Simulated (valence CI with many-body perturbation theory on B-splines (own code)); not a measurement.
## Te XXI: electric-dipole lines

Method: valence CI with perturbative core correlation (CI+MBPT): four valence electrons over a frozen Dirac-Fock core [Ar] 3d10, radial functions for each j: 11 s, 11 p, 10 d, 8 f, 5 g, 2 h, with the one-electron correlation potential Σ1, the two-electron term Σ2, the three-electron term Σ3, Breit, model QED; selected CI, second order for the rest, scaled by the run's own slope (own B-spline code, finite nucleus).

No measured levels were compared; by estimate levels hold to about 250 cm⁻¹ or 0.2 % of their energy and the worst to 1 %, as in measured heavy ions of charge 2 to 7; those with d or f electrons hold less well. Among the levels kept, up to 500 cm⁻¹ of a level comes from second order outside the variational space, and about a tenth of that is noise between levels of different J, which matters for small intervals.

Lines 1 to 50 of 567 in falling wavelength, among levels below 1937100 cm⁻¹, chosen from the strongest by gf and those to the six lowest levels. Wavelengths and rates use the calculated energies, so an error of 1000 cm⁻¹ moves a line at 42.67 nm by 0.43 % and its rate by three times that or more. Electric multipoles are in the length gauge, E1 and E2 with the static RPA response of the core. Weak lines are less certain than strong ones. Lines between different terms over intervals too small for the method are left out, as are lines whose strength nearly cancels. Where a level lies close to another of its J and parity, the split of strength between their lines is uncertain. The highest levels of a list are the least certain.

Names give the largest LS component (configuration and term), which can be under half, so a name can repeat, a term be missing and a line seem to break the LS rules; names also repeat where a configuration has a term twice. Letters in brackets count levels of one name in rising energy.

| λ vac (nm) | Upper | Lower | A (s⁻¹) | S (a.u.) with core polarisation | S without |
| --- | --- | --- | --- | --- | --- |
| 42.67 | 4s 4p3 5S°_2 | 4s2 4p2 3P_2 | 2.77e+07 | 5.32e-03 | 5.78e-03 |
| 38.65 | 4s 4p3 3D°_1 | 4s2 4p2 1S_0 | 3.79e+07 | 3.24e-03 | 3.53e-03 |
| 32.97 | 4s 4p3 3D°_1 | 4s2 4p2 3P_2 | 2.83e+08 | 1.50e-02 | 1.63e-02 |
| 30.28 | 4p4 1D_2 | 4s 4p3 1P°_1 | 2.84e+09 | 1.94e-01 | 2.12e-01 |
| 30.18 | 4s 4p3 3D°_2 | 4s2 4p2 3P_2 | 1.95e+08 | 1.32e-02 | 1.44e-02 |
| 29.84 | 4p3 4d 3F°_2 [c] | 4s 4p2 4d 3D_1 [d] | 2.80e+09 | 1.84e-01 | 2.00e-01 |
| 29.80 | 4p3 4d 3G°_5 | 4s 4p2 4d 3F_4 [d] | 4.66e+09 | 6.70e-01 | 7.32e-01 |
| 29.66 | 4s 4p3 5S°_2 | 4s2 4p2 1D_2 | 8.75e+08 | 5.64e-02 | 6.14e-02 |
| 29.38 | 4s 4p2 4d 5F_5 | 4s2 4p 4d 3F°_4 | 1.46e+09 | 2.01e-01 | 2.20e-01 |
| 28.60 | 4p3 4d 1G°_4 | 4s 4p2 4d 3D_3 [d] | 2.45e+09 | 2.54e-01 | 2.77e-01 |
| 28.14 | 4s 4p3 5S°_2 | 4s2 4p2 3P_1 | 1.40e+09 | 7.69e-02 | 8.38e-02 |
| 28.07 | 4p3 4d 3G°_3 | 4s 4p2 4d 3F_3 [b] | 2.99e+09 | 2.28e-01 | 2.49e-01 |
| 27.75 | 4s 4p3 3D°_3 | 4s2 4p2 3P_2 | 2.77e+09 | 2.05e-01 | 2.23e-01 |
| 27.36 | 4p3 4d 5D°_4 | 4s 4p2 4d 3D_3 [a] | 2.61e+09 | 2.37e-01 | 2.59e-01 |
| 27.24 | 4s 4p3 3P°_1 | 4s2 4p2 1S_0 | 8.86e+08 | 2.65e-02 | 2.89e-02 |
| 26.78 | 4p3 4d 3F°_2 [a] | 4s 4p2 4d 3F_2 [b] | 7.03e+09 | 3.33e-01 | 3.63e-01 |
| 26.60 | 4p3 4d 5D°_4 | 4s 4p2 4d 3G_4 | 1.98e+09 | 1.66e-01 | 1.81e-01 |
| 26.58 | 4p3 4d 1D°_2 | 4s 4p2 4d 1F_3 | 3.76e+09 | 1.74e-01 | 1.90e-01 |
| 26.48 | 4p4 3P_2 | 4s 4p3 1D°_2 | 4.09e+09 | 1.88e-01 | 2.04e-01 |
| 25.83 | 4p3 4d 3D°_2 [a] | 4s 4p2 4d 3D_3 [e] | 4.61e+09 | 1.96e-01 | 2.14e-01 |
| 24.63 | 4s 4p3 3D°_1 | 4s2 4p2 1D_2 | 2.72e+09 | 6.02e-02 | 6.54e-02 |
| 24.47 | 4p4 1D_2 | 4s 4p3 3P°_2 | 9.18e+09 | 3.32e-01 | 3.62e-01 |
| 24.33 | 4p3 4d 3D°_3 [a] | 4s 4p2 4d 3F_4 [b] | 5.14e+09 | 2.56e-01 | 2.79e-01 |
| 24.29 | 4s 4p3 3P°_1 | 4s2 4p2 3P_2 | 2.45e+08 | 5.20e-03 | 5.65e-03 |
| 24.20 | 4p3 4d 3F°_4 [a] | 4s 4p2 4d 3G_5 | 7.77e+09 | 4.89e-01 | 5.33e-01 |
| 24.02 | 4s 4p3 3S°_1 | 4s2 4p2 1S_0 | 2.31e+09 | 4.75e-02 | 5.18e-02 |
| 23.94 | 4s 4p3 1D°_2 | 4s2 4p2 3P_2 | 1.82e+09 | 6.18e-02 | 6.72e-02 |
| 23.79 | 4p3 4d 3G°_3 | 4s 4p2 4d 3F_4 [a] | 7.04e+09 | 3.27e-01 | 3.57e-01 |
| 23.77 | 4p3 4d 3D°_3 [b] | 4s 4p2 4d 3F_4 [c] | 4.08e+09 | 1.89e-01 | 2.06e-01 |
| 23.57 | 4s 4p3 3D°_1 | 4s2 4p2 3P_1 | 1.60e+08 | 3.09e-03 | 3.35e-03 |
| 23.44 | 4p3 4d 3G°_5 | 4s 4p2 4d 3G_5 | 1.03e+10 | 7.24e-01 | 7.89e-01 |
| 23.33 | 4p3 4d 1G°_4 | 4s 4p2 4d 3F_4 [b] | 1.30e+10 | 7.35e-01 | 8.02e-01 |
| 23.23 | 4p3 4d 1P°_1 | 4s 4p2 4d 3D_2 [c] | 9.72e+09 | 1.80e-01 | 1.97e-01 |
| 23.22 | 4p3 4d 5D°_2 | 4s 4p2 4d 5P_2 | 5.64e+09 | 1.74e-01 | 1.90e-01 |
| 23.14 | 4p4 3P_1 | 4s 4p3 3S°_1 | 9.08e+09 | 1.67e-01 | 1.81e-01 |
| 23.09 | 4s 4p2 4d 3D_3 [c] | 4s2 4p 4d 3P°_2 [b] | 3.64e+09 | 1.55e-01 | 1.69e-01 |
| 23.07 | 4p3 4d 3F°_4 [a] | 4s 4p2 4d 3D_3 [b] | 4.45e+09 | 2.42e-01 | 2.64e-01 |
| 23.04 | 4p3 4d 3F°_4 [b] | 4s 4p2 4d 3D_3 [f] | 2.67e+09 | 1.45e-01 | 1.58e-01 |
| 23.04 | 4s 4p3 3D°_2 | 4s2 4p2 1D_2 | 2.92e+08 | 8.80e-03 | 9.60e-03 |
| 23.04 | 4p3 4d 5D°_2 | 4s 4p2 4d 5D_3 | 1.06e+10 | 3.21e-01 | 3.50e-01 |
| 22.98 | 4p4 3P_2 | 4s 4p3 3D°_3 | 1.65e+10 | 4.95e-01 | 5.39e-01 |
| 22.63 | 4p3 4d 3F°_4 [a] | 4s 4p2 4d 3D_3 [a] | 5.00e+09 | 2.57e-01 | 2.81e-01 |
| 22.41 | 4p3 4d 3P°_2 [a] | 4s 4p2 4d 3D_3 [c] | 7.21e+09 | 2.00e-01 | 2.18e-01 |
| 22.34 | 4p3 4d 1F°_3 [c] | 4s 4p2 4d 1F_3 | 7.04e+09 | 2.71e-01 | 2.96e-01 |
| 22.32 | 4p3 4d 3P°_2 [b] | 4s 4p2 4d 3D_3 [f] | 7.51e+09 | 2.06e-01 | 2.25e-01 |
| 22.11 | 4s 4p3 3D°_2 | 4s2 4p2 3P_1 | 7.74e+09 | 2.07e-01 | 2.25e-01 |
| 22.10 | 4p3 4d 5D°_3 | 4s 4p2 4d 5D_4 | 1.48e+10 | 5.53e-01 | 6.02e-01 |
| 22.07 | 4s 4p2 4d 3F_4 [d] | 4s2 4p 4d 1F°_3 | 3.76e+09 | 1.79e-01 | 1.96e-01 |
| 21.97 | 4p3 4d 3F°_4 [b] | 4s 4p2 4d 3F_4 [d] | 1.10e+10 | 5.17e-01 | 5.64e-01 |
| 21.93 | 4p4 1S_0 | 4s 4p3 1P°_1 | 3.22e+10 | 1.68e-01 | 1.83e-01 |
